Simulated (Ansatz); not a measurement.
F₂H₃InSi (`[F][In]([F])[SiH3]`). The species carries charge 0 and has multiplicity 1. In: def2 effective core potential. The geometry is a stationary point of PBE0-D4/def2-TZVP.

```xyz
7

F     2.863    0.591   -0.186
In    1.229   -0.460   -0.099
F     1.784   -2.320   -0.215
Si   -1.144    0.425    0.104
H    -1.990   -0.622    0.723
H    -1.621    0.739   -1.265
H    -1.121    1.648    0.939
```

Task: What is the dipole moment at ωB97M-V/def2-TZVPP? (Best estimate.)

Result: The calculation gave: 4.87 D, with components (-4.55, 1.68, 0.43) D in this frame, pointing from negative to positive charge.

Task: And with PBE, r2SCAN, B3LYP? (Best estimate.)

Result: Ansatz gave: PBE 4.65 D, r2SCAN 4.79 D, B3LYP 4.94 D.

Task: Give the Mulliken charges with ωB97M-V, PBE, r2SCAN in def2-TZVPP. (Best estimate.)

Result: The calculation gave: 
```csv
atom,ωB97M-V,PBE,r2SCAN
F1,-0.49,-0.43,-0.48
In2,0.91,0.86,0.94
F3,-0.49,-0.43,-0.48
Si4,0.02,0.02,0.11
H5,0.02,-0.01,-0.03
H6,0.02,-0.01,-0.03
H7,0.02,-0.01,-0.03
```

B3LYP here is the variant with VWN-RPA as its local correlation; programs differ in this.
